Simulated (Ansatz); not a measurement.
`[SeH][SiH2][TeH]` + PH₃ → `P[TeH]` + `[SiH3][SeH]` at 700 K and 1 bar (ligand exchange at a Te–Si bond).

Calculated with Ansatz (gas phase, PBE0-D4/def2-TZVP geometries, no zero-point term in ΔE). CCSD(T)/CBS is the MP2 limit (def2-TZVPP, def2-QZVPP) plus CCSD(T) − MP2 in def2-TZVPP, frozen cores. This one scheme is used for every species. def2 core potentials past Kr. For Se, Te outer-core shells are correlated without core-valence functions, which leaves a few kJ/mol of doubt a bond. Scalar relativity is left out up to krypton. Each species was taken in one conformer, which may not be the lowest.

| species | CCSD(T)/CBS energy (Eh) | H − E (kJ/mol) | S (J/(mol·K)) |
| --- | --- | --- | --- |
| `[SeH][SiH2][TeH]` | -2959.95331 | 148.8 | 448.8 |
| PH₃ | -342.72256 | 91.5 | 248.3 |
| `P[TeH]` | -610.46278 | 106.3 | 350.1 |
| `[SiH3][SeH]` | -2692.20088 | 133.3 | 356.0 |

H − E and S are ideal-gas, rigid-rotor, harmonic terms from PBE0-D4/def2-TZVP, for one conformer and one mirror image of each species. 1 Eh = 2625.50 kJ/mol, R = 8.31446 J/(mol·K).

Question: By hand: ΔE, ΔH, ΔS and ΔG.

Answer: ΔE = (-610.46278) + (-2692.20088) − (-2959.95331) − (-342.72256) = 0.01221 Eh = 32.1 kJ/mol. Δ(H − E) = 106.3 + 133.3 − 148.8 − 91.5 = -0.7, so ΔH = 31.4 kJ/mol. ΔS = 350.1 + 356.0 − 448.8 − 248.3 = 9.0 J/(mol·K). ΔG = 31.4 − 700 × (9.0)/1000 = 25.1 kJ/mol.

Question: By hand: the equilibrium constant, and the temperature at which ΔG would vanish if ΔH and ΔS stayed fixed.

Answer: log₁₀ K = −ΔG/(RT ln 10) = -1.9. ΔG = 0 at ΔH/ΔS = 3489 K, far beyond where these terms or the molecules hold.

The number of gas molecules stays the same, so ΔS is small and ΔH decides. A doubt of 5 kJ/mol in ΔE shifts log₁₀ K by 0.4 here. Other conformers and mirror images would add mixing entropy, several J/(mol·K) or more a flexible species. These are equilibria of isolated gas molecules and say nothing of rates. Largest T1 diagnostic: 0.013 (customary marks: 0.02 for closed shells, 0.045 for open ones).
